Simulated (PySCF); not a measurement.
Species: C5H7O2P.
SMILES with atom numbers: `[CH3:1][O:2][c:3]1[cH:4][p:5][c:6]([CH3:7])[o:8]1`

NICS = −σ at a ghost point: NICS(0) at the centroid of the ring atoms, NICS(1) 1 Å to either side along the normal of their mean plane, zz for the tensor component along that normal. Level: GIAO PBE0/pcSseg-1 (PySCF, non-relativistic, gas phase) on the GFN2-xTB geometry, one conformer.

Ring bond lengths (Å), with Mayer bond orders in brackets: C3–C4 1.358 (1.56), C4–P5 1.766 (1.11), P5–C6 1.711 (1.56), C6–O8 1.359 (0.99), O8–C3 1.338 (1.07).

Q: What do the NICS probes read (ppm)?

A: 
```json
{"ring": "C3–C4–P5–C6–O8", "type": "5-membered ring with O and P; formal bonds all aromatic", "NICS(0)": "-10.5", "NICS(1), two faces": "-9.3 / -9.3", "NICS(1)zz, two faces": "-20.8 / -20.8", "rms pucker (Å)": "0.00", "centre to ring atoms, mean (Å)": "1.27"}
```

Q: What do they say, and how far can they be read as aromaticity?

A: 
- C3–C4–P5–C6–O8: mean NICS(1)zz -20.8 ppm, shielded.

Q: And the bond-length index? HOMA = 1 − mean of α(R − Ropt)² over the ring bonds, with Krygowski's 1993 parameters (CC: Ropt 1.388 Å, α 257.7 Å⁻²; CO: Ropt 1.265 Å, α 157.38 Å⁻²; CP: Ropt 1.698 Å, α 118.91 Å⁻²).

A: 
- C3–C4–P5–C6–O8: HOMA 0.40; the largest term is that of C6–O8, α(R − Ropt)² = 1.40.

Q: At the second NICS(1) probe listed for ring C3–C4–P5–C6–O8, 1 Å off the ring, what do the in-plane components average?

A: The isotropic value is a third of the trace: (3 × -9.3 − (-20.8))/2 = -3.6 ppm.

Q: List the ring angles and the Hirshfeld charges of the ring atoms.

A: 
- C3–C4–P5–C6–O8: C3 115.8° (+0.135 e), C4 110.3° (-0.182 e), P5 88.1° (+0.026 e), C6 114.7° (+0.002 e), O8 111.0° (-0.051 e); sum 540.0° against 540° for a flat convex ring.

Conformer computed: `[CH3:1][O:2][c:3]1[cH:4][p:5][c:6]([CH3:7])[o:8]1`: C1–O2–C3–C4 180°.
